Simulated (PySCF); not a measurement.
**Ho²⁸⁺: ionisation energy**

Ho²⁸⁺ [Kr] 4d3 [4d3/2^3, M_J = 3/2] → Ho²⁹⁺ [Kr] 4d2 [4d3/2^2, M_J = 2], as a difference of total energies. Calculation: PySCF 2.14, in an even-tempered Gaussian basis (17 s from 2.4 bohr⁻², ratio 2.8; 14 p from 3.1 bohr⁻², ratio 2.8; 9 d from 3.1 bohr⁻², ratio 2.8; 3 f from 12 bohr⁻², ratio 3); the two-component X2C-1e Hamiltonian. Correlated levels: [Ar] 3d10 frozen; the 92 highest virtual spinors dropped. "Screened" scales the spin-orbit matrix elements by Boettger's factors to mimic the two-electron term; Breit and QED terms are absent.

| method | ionisation energy (eV) |
| --- | --- |
| GHF (spin-free) | 1025.9 |
| GMP2 (spin-free) | 1026.0 |
| GHF (screened spin-orbit) | 1028.1 |
| GMP2 (screened spin-orbit) | 1028.7 |

Breit and QED terms and the two-electron picture change are absent.

The spin-free rows relax to the high-spin LS determinant and lack the spin-orbit shift.

The labels give the starting determinants; with spin-orbit coupling the two ends relaxed to ⟨J²⟩ = 3.91, ⟨L²⟩ = 8.57, ⟨S²⟩ = 2.33 and ⟨J²⟩ = 6.04, ⟨L²⟩ = 10.40, ⟨S²⟩ = 1.59.

For comparison: 1029 ± 4 eV (theoretical estimate listed by NIST; NIST Atomic Spectra Database, ionization energies).
